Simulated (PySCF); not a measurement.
Spinor energies of Ne⁺ (neon, charge +1)

Start: [He] 2s1 2p6; 2s1/2 filled at m_j = +1/2. Calculated with PySCF 2.14 in x2c-TZVPall-2c: generalised Hartree-Fock with the X2C-1e Hamiltonian and a Gaussian nucleus; one run each with spin-orbit coupling (SO) switched off, then screened by Boettger's factors. This is a chosen level, not necessarily the ground level.

```json
{"spinor shell": "1s1/2", "electrons": "2", "ε, spin-free (eV)": "-915.98", "ε, screened SO (eV)": "-915.98", "weight of nominal j (screened SO)": "1.000", "rms radius, screened SO (bohr)": "0.183"}
{"spinor shell": "2s1/2", "electrons": "1", "ε, spin-free (eV)": "-75.380", "ε, screened SO (eV)": "-75.380", "weight of nominal j (screened SO)": "1.000", "rms radius, screened SO (bohr)": "0.931"}
{"spinor shell": "2p1/2", "electrons": "2", "ε, spin-free (eV)": "-42.318", "ε, screened SO (eV)": "-42.364", "weight of nominal j (screened SO)": "0.667", "rms radius, screened SO (bohr)": "1.01"}
```

Where does 2p3/2 lie, and what is the 2p spin-orbit splitting (screened SO)?

At -42.296 eV, 0.068 eV above 2p1/2.

```csv
quantity,spin-free,screened SO
E (hartree),-126.86550,-126.86551
M_J,1/2,1/2
⟨J²⟩,0.756,0.756
⟨L²⟩,0.000,0.000
⟨S²⟩,0.756,0.756
```

Each row is a mean over spinors that exchange with the open shell spreads, by up to 6.520 eV (2p3/2).

Rows whose weight is well below 1 are mixtures of j = l ± 1/2: exchange outweighs spin-orbit coupling there, and the label is only the starting occupation.

Without spin-orbit coupling the j labels of p, d and f shells carry no meaning; the spin-free column gives the mean over the occupied spinors of each nl shell.
